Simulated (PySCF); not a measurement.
Vertical excitations of a molecule C3H7BN2 from TDA-B3LYP/def2-SVPD (PySCF 2.14.0), as energy in eV (oscillator strength): 5.41 (0.031), 5.60 (0.002), 6.19 (0.000), 6.22 (0.000), 6.45 (0.005), 6.69 (0.006), 6.83 (0.540), 7.00 (0.034), 7.11 (0.001), 7.19 (0.039). Lowest triplet (TDA): 3.95 eV. Coordinates come from a PBE-D3(BJ)/def2-SVP optimisation. Other conformers were not sampled.

Q: Pick the molecule that these values belong to.
(A) CN1C=CB1N
(B) CC#CB(N)N
(C) C=C1CNB1N
(D) C#CB(N)NC

A: C, C=C1CNB1N
